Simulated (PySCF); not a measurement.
Species: C5H5ClN2Si.
Cartesian coordinates in Å at the GFN2-xTB level; atoms count from 1:
```xyz
14
C5H5ClN2Si angstrom
C     -2.986    1.495    0.233
C     -2.311    0.510    0.081
Si    -1.260   -0.991   -0.151
N      0.416   -0.472    0.028
C      1.235   -0.630    1.101
N      2.407   -0.097    0.935
C      2.371    0.449   -0.310
Cl     3.708    1.267   -0.967
C      1.155    0.232   -0.889
H     -3.576    2.356    0.367
H     -1.391   -1.517   -1.509
H     -1.466   -1.966    0.917
H      0.930   -1.148    1.986
H      0.766    0.511   -1.844
```

Computed at PBE0/pcSseg-1 (PySCF, non-relativistic), with Q(14N) = 0.02044 b, Q(35Cl) = −0.0817 b: N4, 14N (I = 1): χzz = -1.845 MHz, η = 0.763; N6, 14N (I = 1): χzz = -4.491 MHz, η = 0.033; Cl8, 35Cl (I = 3/2): χzz = -76.49 MHz, η = 0.060.

(1) Find the zero-field quadrupole resonance frequencies of 14N at N4.

(2) Find the zero-field quadrupole resonance frequencies of 14N at N6.

(3) Find the zero-field quadrupole resonance frequencies of 35Cl at Cl8.

(4) Apply the simplest Townes–Dailey estimate (no s hybridisation, no π bonding), ionic character = 1 − χzz/χ0, where χ0 is the coupling for one missing p electron along the bond: −109.74 MHz for 35Cl.

Results:

(1) From ν± = (3/4)|χ|(1 ± η/3) and ν0 = |χ|η/2: ν+ 1.736 MHz, ν− 1.032 MHz, ν0 0.704 MHz (pyrrole-type nitrogen).

(2) From ν± = (3/4)|χ|(1 ± η/3) and ν0 = |χ|η/2: ν+ 3.406 MHz, ν− 3.331 MHz, ν0 0.075 MHz (pyridine-type nitrogen).

(3) From ν = (|χ|/2)√(1 + η²/3): ν = 38.27 MHz (aryl chlorine). For 37Cl the ratio of quadrupole moments, 0.7881, gives 30.16 MHz.

(4) Cl8 on C7: 1 − (-76.49)/(-109.74) = 0.30. In this model a purely covalent bond gives χ0 and a free halide ion gives zero; s hybridisation or π bonding, where present, is counted here as ionic character.

In a crystal, neighbours and librations shift these lines. Isolated species at its GFN2-xTB geometry (one conformer only). GFN2-xTB bond lengths can be off by several hundredths of an ångström, more for odd bonds, and the gradients follow them. These gradients aren't converged with respect to the basis.
